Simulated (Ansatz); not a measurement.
`SS[SiH2]Cl` + `[NH2][AlH2]` → `[AlH2][NH][SiH2]Cl` + `SS`  (ligand exchange at the Si–S bond)

Gas-phase electronic energies from Ansatz, PBE0-D4/def2-TZVP geometries. CCSD(T)/CBS is the MP2 limit (def2-TZVPP, def2-QZVPP) plus CCSD(T) − MP2 in def2-TZVPP, frozen cores. This one scheme is used for every species. DFT in def2-TZVPP. One conformer a species, not always the lowest.

(1) Is it downhill or uphill in electronic energy at CCSD(T)/CBS, and by how much? (Estimate.)

(2) What do these levels give: PBE-D4, BLYP-D4, PBE, BLYP, MP2/CBS(def2), CCSD/CBS(def2)? (Best estimate.)

Largest T1 diagnostic among the species: 0.011.

Answers

(1) The calculation gave: Downhill: ΔE = -0.08 eV.

(2) The calculation gave: PBE-D4 0.03, BLYP-D4 -0.03, PBE 0.01, BLYP -0.08, MP2/CBS(def2) -0.03, CCSD/CBS(def2) -0.11 eV.

The D4 term adds +0.04 eV with B3LYP and +0.02 eV with PBE0; it sums over pairs of atoms, weighted by their polarisabilities, and B3LYP, whose exchange is more repulsive, gets the larger term. In def2-TZVPP, CCSD(T) changes the Hartree–Fock value by +0.12 eV (the triples alone add +0.03 eV) and MP2 by +0.17 eV.

B3LYP here is the variant with VWN-RPA as its local correlation; programs differ in this.
